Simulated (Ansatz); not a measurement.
Total energies of GeO₄H₄ from Ansatz at r2SCAN-D4/def2-TZVPD, gas phase (1 Eh = 27.2114 eV = 2625.5 kJ/mol). The reference geometry is relaxed at PBE-D4/def2-SVP.

Cartesian coordinates in Å:
```
Ge 0.156 -0.431 0.466
O -0.949 0.976 0.031
O 0.896 -0.060 2.037
O 1.426 -0.467 -0.787
O -1.252 0.647 -1.378
H 1.036 -0.112 -1.611
H 1.564 0.645 1.936
H -2.224 0.538 -1.319
H -0.651 -1.735 0.626
```

```tsv
state	geometry	energy (Eh)
charge 0 singlet	reference	-2380.27349
charge -1 doublet	reference	-2380.25508
free Ge atom (triplet)	–	-2076.90354
free O atom (triplet)	–	-75.05928
free H atom (doublet)	–	-0.49993
```

The structure holds one bond between oxygen atoms, so isomers without such links may lie far lower.

Problem. Work out the vertical electron affinity, to the doublet.

Solution. E(charge 0 singlet) − E(charge -1 doublet) = -2380.27349 − (-2380.25508) = -0.01841 Eh = -0.50 eV; negative, so the extra electron isn't bound.

Problem. What is the binding energy per atom against free atoms?

Solution. Atoms: 1 × (-2076.90354) + 4 × (-75.05928) + 4 × (-0.49993) = -2379.14038 Eh. Binding: -2379.14038 − (-2380.27349) = 1.13311 Eh = 30.83 eV, or 3.43 eV for each of 9 atoms (no zero-point energy, no counterpoise term).

At r2SCAN-D4/def2-TZVPD the highest occupied level of the charge -1 doublet lies above zero (up to 2.21 eV). By energy differences it is unbound by 0.50 eV (vertical, to the charge 0 singlet, at r2SCAN-D4/def2-TZVPD) and held by the finite basis. 

The structure comes from a short search, and lower isomers may exist.
